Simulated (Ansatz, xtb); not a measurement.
## Relaxing a trial structure of AlGaH5P

The starting geometry of this gas-phase singlet was built from a drawn formula by distance geometry and a force field; its bonds are those of `[AlH]1[PH2+][GaH2-]1`.

```xyz
8

Al    2.6158   -1.5470    0.4893
Ga    1.1610   -0.7861    2.3583
P     1.3711    0.4119    0.4863
H     3.5944   -2.5537   -0.2330
H     0.2778    0.4245   -0.4156
H     2.1026    1.5746    0.5676
H    -0.2557   -1.6018    2.5388
H     1.9678   -0.2331    3.6514
```

Question: Predict what it relaxes into with r2SCAN-D4/def2-SVP.

Answer: A bond breaks, leaving `[PH2][AlH][GaH2]`. Contacts that open: Ga2–P3 (2.23 → 4.22 Å).

The energy falls by 1.41 eV over 28 steps:

```tsv
step	E − E(last) (eV)
1	1.405
4	0.443
7	0.422
10	0.396
13	0.271
16	0.166
19	0.104
22	0.055
25	0.002
28	0.000
```

Final geometry (Å):

```xyz
8

Al    2.3660   -0.8278    0.8723
Ga    1.0962   -1.4592    2.9295
P     1.9577    1.1827   -0.2469
H     3.6025   -1.6646    0.3059
H     0.5352    1.1734   -0.1221
H     1.9825    0.6146   -1.5573
H    -0.1309   -2.4480    2.9038
H     1.4256   -0.8819    4.3581
```

From the same start GFN2-xTB reaches the same bonding as this run.

The end wasn't checked by frequencies. Run with Ansatz 0.2.0, 38 s on 2 threads of Intel(R) Xeon(R) 6975P-C (Granite Rapids) (shared host).
